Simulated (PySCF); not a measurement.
C₂H₆GeN₂, SMILES N1=[CH][Ge@H]([NH2])[CH2]1. The structure is a stationary point at PBE-D3(BJ)/def2-SVP. The structure was generated by enumeration; whether it is a known compound was not checked. Other conformers were not sampled.

All values below come from PBE-D3(BJ)/def2-SVP run with PySCF.

Harmonic wavenumbers (cm⁻¹): 97, 163, 240, 328, 407, 449, 522, 594, 613, 678, 719, 770, 874, 877, 944, 1092, 1106, 1207, 1367, 1490, 1585, 2023, 2987, 3043, 3046, 3455, 3558. Rotational constants (GHz): 7.857, 2.528, 2.318; symmetry number 1.

### Question
Work out the zero-point energy and the ideal-gas rigid-rotor harmonic-oscillator thermochemistry at 298.15 K and 1 atm.

### Answer
ZPE = ½ Σ hcν = ½ × 34230 cm⁻¹ = 204.74 kJ/mol. H − E(el) = 224.91 kJ/mol. Entropy in J/(mol K): translation 169.52, rotation 110.24, vibration 57.85, total 337.61. G − E(el) = 124.25 kJ/mol. Cp = 109.46 J/(mol K). Modes under 150 cm⁻¹ make the vibrational entropy uncertain.
